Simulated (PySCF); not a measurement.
# Which determinant of GaSn lies lowest?

Unrestricted PBE0; PySCF, scalar-relativistic core potentials, basis sets Ga cc-pVDZ-PP with ECP10, Sn cc-pVDZ-PP with ECP28. Outer shells of the fragments: Ga 3d10 4s2 4p1; Sn 4d10 5s2 5p2.

Followed along the bond (rough minima from three points):

```tsv
2Ms+1	unpaired	⟨S²⟩ at the start	R at minimum (Å)	Te (eV)
4	σ ↑, π ↑↑	3.75	2.68	0.00
2	σ ↓, π ↑↑	1.77	2.67	0.36
2	σ ↑, π ↑↓	1.76	2.68	0.39
2	σ ↑	0.76	2.70	0.98
2	π ↑	0.77	2.51	1.14
```

Solutions found at the starting distance of 2.555 Å, counted from the lowest of them; the search is not exhaustive and high or unbound solutions are not listed, so other states can lie among these:

| 2Ms+1 | unpaired | term | E (eV) | ⟨S²⟩ | ⟨Lz²⟩ | μ (D) |
| --- | --- | --- | --- | --- | --- | --- |
| 4 | σ ↑, π ↑↑ | ⁴Σ⁻ | 0.00 | 3.75 | 0.00 | -0.76 |
| 2 | σ ↓, π ↑↑ | mixed | 0.35 | 1.77 | 0.00 | -0.77 |
| 2 | σ ↑, π ↑↓ | mixed | 0.39 | 1.76 | 2.01 | -0.65 |
| 2 | σ ↑ | mixed | 0.99 | 0.76 | 2.00 | -0.34 |
| 2 | π ↑ | ²Π | 1.10 | 0.77 | 1.00 | -1.04 |
| 2 | π ↑ | ²Π | 1.12 | 0.75 | 1.00 | 0.35 |
| 4 | π ↑↑↑ | ⁴Π | 2.35 | 3.76 | 1.00 | 0.30 |
| 4 | σ ↑, π ↑↑ | mixed | 2.49 | 3.76 | 2.01 | 1.95 |

A term symbol is given only where ⟨S²⟩ and ⟨Lz²⟩ are close to those of a pure state; real π, δ and φ orbitals otherwise mix terms. A positive dipole means Ga(−)Sn(+).

Spin–orbit coupling is left out.
